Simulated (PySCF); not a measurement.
Below is a simulated gas-phase C 1s photoelectron spectrum of `FC[C@H]1CCC[O+]1[GaH3-]`.

Every computed line was given a Gaussian of 0.8 eV full width at half maximum and an area set by the number of equivalent atoms; the highest printed point is 100. Theory: delta-SCF UKS SCAN, pcX-2 on the ionised atom, pcseg-1 elsewhere, spin-free X2C (PySCF).

binding energy (eV), intensity and a bar:
```
    290.3          0 
    290.4          1 
    290.5          1 
    290.6          3 #
    290.7          6 ##
    290.8         12 ###
    290.9         20 ######
    291.0         31 #########
    291.1         45 #############
    291.2         59 ##################
    291.3         72 ######################
    291.4         80 ########################
    291.5         83 #########################
    291.6         78 #######################
    291.7         68 ####################
    291.8         55 ################
    291.9         42 ############
    292.0         31 #########
    292.1         25 #######
    292.2         24 #######
    292.3         30 #########
    292.4         40 ############
    292.5         54 ################
    292.6         70 #####################
    292.7         84 #########################
    292.8         95 ############################
    292.9        100 ##############################
    293.0        100 ##############################
    293.1         94 ############################
    293.2         86 ##########################
    293.3         75 ######################
    293.4         63 ###################
    293.5         50 ###############
    293.6         39 ############
    293.7         28 ########
    293.8         19 ######
    293.9         12 ###
    294.0          7 ##
    294.1          4 #
    294.2          2 #
    294.3          1 
    294.4          0 
    294.5          0
```

**Question.** How many maxima does the curve show, and how many computed lines lie under it?

**Answer.** The curve has 2 maxima (at 291.5 and 292.9 eV). Under it lie 5 lines from 5 inequivalent carbon sites. At this width some lines have no maximum of their own.

**Question.** Decompose the envelope and assign each component. Numbering: `[F:1][CH2:2][C@H:3]1[CH2:4][CH2:5][CH2:6][O+:7]1[GaH3-:8]`.

**Answer.** 
```
position (eV)  relative area  line  atoms                 environment
       291.42              1  C 1s     C4             ring CH2 carbon
       291.54              1  C 1s     C5             ring CH2 carbon
       292.80              1  C 1s     C3  sp3 carbon bound to oxygen
       292.87              1  C 1s     C6  sp3 carbon bound to oxygen
       293.35              1  C 1s     C2              sp3 C–F carbon
```

**Question.** What are the centre and the root-mean-square width of the whole band?

**Answer.** The area-weighted mean of the lines is 292.40 eV. Their own spread about it is 0.77 eV (rms) and each Gaussian has σ = 0.8/2.355 = 0.34 eV; the variances add, which gives 0.84 eV.

The listed C 1s values span 1.93 eV, from C4 (bonded to 2 C and 2 H) to C2 (bonded to F, C and 2 H). Summing the Pauling electronegativity differences to the bonded atoms, each weighted by its formal bond order, gives -0.70 for the lowest site and +0.73 for the highest; no listed site has a larger sum than the highest.

The curve has no shake-up lines and no vibrational structure. The structure is a single PBE0-D3(BJ)/def2-SVP conformer in the gas phase; no vibrational or solvent corrections.
